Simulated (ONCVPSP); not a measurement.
**What one change does to a pseudopotential (fluorine (F), ONCV)**

- Element: F
- Generator: ONCVPSP 4.0.1
- Type: optimised norm-conserving Vanderbilt (ONCV)
- Functional: PBE
- Relativity: scalar-relativistic
- Frozen core: [He]
- Valence charge: 7
- Reference configuration: 2s2 2p2 (charge +3)
- Partial waves: 2s: rc 0.75 bohr, ncon 4, nbas 8, qcut 9.4 1/bohr, 2 projectors, debl 1.9 Ha; 2p: rc 1.45 bohr, ncon 4, nbas 8, qcut 11.4 1/bohr, 2 projectors, debl 2.1 Ha; d scattering state at 0.22 Ha: rc 1.55 bohr, ncon 4, nbas 8, qcut 5.7 1/bohr, 2 projectors, debl 3.9 Ha
- Local potential: polynomial inside 0.65 bohr (lpopt 2, dvloc0 0 Ha)
- Core correction: polynomial model core, fcfact 0.2

In the s channel the program set the typed energies aside and used -3.352, 0.250 Ha. In the p channel the program set the typed energies aside and used -2.674, 0.250 Ha. In the d channel the program set the typed energies aside and used 0.050, 3.950 Ha.

All-electron outer shells of the reference configuration (PBE, scalar-relativistic, ld1.x):

| shell | level (eV) | outermost node (bohr) | outermost maximum (bohr) |
| --- | --- | --- | --- |
| 1s | -741.36 | – | 0.11 |
| 2s | -91.21 | 0.24 | 0.72 |
| 2p | -72.76 | – | 0.62 |

Change: reference 2s2 2p5.

Cutoffs: the cutoffs (Ha) at which the residual kinetic energy of the hardest occupied pseudo-wave falls to 1 and 0.1 mHa per electron; they do not see the model core or the augmentation charge, which bear on the density cutoff. Errors are all-electron minus pseudo energies relative to the spin-unpolarised reference configuration.

What does the change do?

The potential gets softer (87 Ha and 285 Ha → 70 Ha and 273 Ha); neither file shows a bound ghost.

| quantity | base | changed |
| --- | --- | --- |
| cutoff, loose | 87 Ha | 70 Ha |
| cutoff, tight | 285 Ha | 273 Ha |
| loose cutoff by channel | s 87 Ha, p 41 Ha | s 70 Ha, p 39 Ha |
| bound ghosts | none | none |
| GHOST(+) flags under 300 eV | none | none |
| largest error over its own tests, meV | +903 | +789 |
| s: phases at 0.76 bohr within 0.05 rad from the reference energy up to (Ha; the scan ends near 5) | to the end of the scan | to the end of the scan |
| p: phases at 1.47 bohr within 0.05 rad from the reference energy up to (Ha; the scan ends near 5) | to the end of the scan | to the end of the scan |
| d: phases at 1.57 bohr within 0.05 rad from the reference energy up to (Ha; the scan ends near 5) | 5.0 | to the end of the scan |
| rms error of d²Exc/dni dnj with the model core, mHa | 4.76 | 1.82 |
